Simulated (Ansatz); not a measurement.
Saddle point of CH6GaN, closed shell (CH₆GaN ([CH3][GaH][NH2]) → CH₃Ga ([CH2][GaH]) + NH₃ (still joined by a long Ga–N bond); bonds formed: N2–H4; bonds broken: C3–H4; bonds weakened to dative contacts: Ga1–N2), PBE0-D4/def2-TZVP structure:

| atom | x (Å) | y (Å) | z (Å) |
| --- | --- | --- | --- |
| Ga1 | -1.0816 | 0.1543 | -0.3609 |
| N2 | 0.1186 | -0.2445 | 1.2463 |
| C3 | 0.5786 | 0.2004 | -1.2475 |
| H4 | 0.8010 | -0.2965 | 0.1707 |
| H5 | -2.5955 | -0.1279 | -0.1388 |
| H6 | 0.3186 | 0.4102 | 1.9940 |
| H7 | 0.0397 | -1.1705 | 1.6502 |
| H8 | 0.6914 | -0.0453 | -2.3019 |
| H9 | 1.1291 | 1.1199 | -1.0120 |

Energies are electronic, without zero-point energy. Barriers and step energies count from the start structure reached by relaxing down the imaginary mode; all methods use the PBE0-D4 structures, on which another method's saddle can fall below an end. Ansatz 0.2.0; basis: def2-TZVPP, with def2-QZVPP for the basis limit; cores frozen in the correlated methods. Filled d shells of the heavier atoms are correlated. The def2 sets are not built for correlating such inner shells, so the correlated values are less sure here. B3LYP uses VWN-RPA correlation. Extrapolation: Hartree–Fock as exp(−7.88 √X), correlation as X^−2.97.

| method | barrier (eV) | step energy (eV) |
| --- | --- | --- |
| SPW92 | 2.416 | 1.814 |
| PBE-D4 | 2.577 | 1.842 |
| BLYP-D4 | 2.682 | 1.834 |
| r2SCAN-D4 | ? | 1.928 |
| B97M-V | 2.883 | 1.947 |
| PBE0-D4 | 2.813 | 1.976 |
| B3LYP-D4 | 2.872 | 1.946 |
| r2SCAN0-D4 | 2.930 | 2.019 |
| BHLYP-D4 | 3.146 | 2.093 |
| CAM-B3LYP-D4 | 3.004 | 2.050 |
| wB97X-V | 3.045 | 2.102 |
| wB97M-V | 2.949 | 2.004 |
| B2PLYP | ? | 1.958 |
| PBE-QIDH | 2.975 | 2.045 |
| RPA on PBE | ? | 1.893 |
| HF | 3.604 | 2.266 |
| MP2 | 2.926 | 1.966 |
| CCSD | 3.094 | 2.001 |
| CCSD(T) | 2.964 | 1.924 |

(1) Fill in the withheld barriers. (An estimate is asked for; the value comes from the calculation.)

T1 diagnostic: at most 0.015. The restricted Hartree–Fock reference is unstable towards an unrestricted one at one or more of these structures.

Answers

(1) By the calculation: B2PLYP 2.936; RPA on PBE 2.912; r2SCAN-D4 2.778 eV. Each is the energy of the saddle less that of the start structure, by the same method.

For comparison, the barrier by CCSD(T) at an estimated basis limit (MP2 extrapolated from triple and quadruple zeta, plus CCSD(T) − MP2 in triple zeta) is 2.982 eV.

Labels in which every atom is bracketed show which atoms are joined, not bond orders.

For scale, one of the runs: CCSD(T)/def2-TZVPP, 194 basis functions (an equivalent command: `ansatz run in.yaml --threads 4`). Time: 50 s of wall clock on 4 CPU threads; the host was shared. Peak host memory: 2.2 GiB.
